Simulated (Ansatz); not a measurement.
`[BH2][AlH][CH3]` + `CBN` → `CB[NH][AlH][CH3]` + BH₃ at 298.15 K and 1 bar (cleavage of the Al–B bond).

Computed with Ansatz on PBE0-D4/def2-TZVP structures; ΔE is electronic, products minus reactants. CCSD(T)/CBS adds triple-zeta CCSD(T) − MP2 to the extrapolated MP2 energy (def2 sets, frozen cores). This one scheme is used for every species. Each species was taken in one conformer, which may not be the lowest.

```
           species  CCSD(T)/CBS energy (Eh)  H − E (kJ/mol)  S (J/(mol·K))
 `[BH2][AlH][CH3]`               -308.41798           179.2          321.6
             `CBN`               -121.21267           215.9          273.6
`CB[NH][AlH][CH3]`               -403.12057           311.2          381.4
               BH₃                -26.55200            78.7          188.3
```

H − E and S are ideal-gas, rigid-rotor, harmonic terms from PBE0-D4/def2-TZVP, for one conformer and one mirror image of each species. 1 Eh = 2625.50 kJ/mol, R = 8.31446 J/(mol·K).

Task: By hand: ΔE, ΔH, ΔS and ΔG.

Result: ΔE = (-403.12057) + (-26.55200) − (-308.41798) − (-121.21267) = -0.04192 Eh = -110.1 kJ/mol. Δ(H − E) = 311.2 + 78.7 − 179.2 − 215.9 = -5.2, so ΔH = -115.3 kJ/mol. ΔS = 381.4 + 188.3 − 321.6 − 273.6 = -25.5 J/(mol·K). ΔG = -115.3 − 298.15 × (-25.5)/1000 = -107.7 kJ/mol.

Task: By hand: the equilibrium constant, and the temperature at which ΔG would vanish if ΔH and ΔS stayed fixed.

Result: log₁₀ K = −ΔG/(RT ln 10) = 18.9. ΔG = 0 at ΔH/ΔS = 4522 K, far beyond where these terms or the molecules hold.

ΔH outweighs TΔS. A doubt of 5 kJ/mol in ΔE shifts log₁₀ K by 0.9 here. Other conformers and mirror images would add mixing entropy, several J/(mol·K) or more a flexible species. Modes under 60 cm⁻¹, often nearly free rotors, make the harmonic entropy too high. These are equilibria of isolated gas molecules and say nothing of rates. Largest T1 diagnostic: 0.011 (customary marks: 0.02 for closed shells, 0.045 for open ones).
